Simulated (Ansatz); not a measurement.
Cs₅⁺ was relaxed with r2SCAN (def2-TZVP) in Ansatz in these states: charge +1 quintet, charge +1 triplet. The geometries follow in no particular order.

In the def2 sets Cs takes a core potential; there is no spin–orbit coupling.

A:

```xyz
5

Cs    2.4162    2.0771    2.3021
Cs   -2.9688    2.7901    4.0267
Cs   -0.9229   -3.6873   -4.2779
Cs   -1.8922   -0.3383   -0.1999
Cs    3.3678   -0.8416   -1.8510
```

B:

```csv
atom,x (Å),y (Å),z (Å)
Cs1,-1.901,3.248,-0.294
Cs2,-3.922,1.104,-4.819
Cs3,4.044,-3.630,3.265
Cs4,0.194,-1.902,-1.335
Cs5,1.585,1.179,3.183
```

Judge from the bond lengths which geometry belongs to which state (an estimate).

A is the charge +1 triplet (Cs3–Cs4 5.365 Å, Cs2–Cs4 5.368 Å, Cs1–Cs2 5.699 Å); B is the charge +1 quintet (Cs3–Cs4 6.242 Å, Cs2–Cs4 6.174 Å, Cs1–Cs2 5.399 Å).

At r2SCAN/def2-TZVP the charge 1 triplet is spin-contaminated (final ⟨S²⟩ up to 2.20, 2.00 for a pure state). At PBE0/def2-TZVP a singlet lies 0.17 eV below the charge +1 triplet. At PBE0/def2-TZVP a singlet lies 0.87 eV below the charge +1 quintet. These are the stationary points nearest to one start from a short search; other shapes may lie lower in each state.
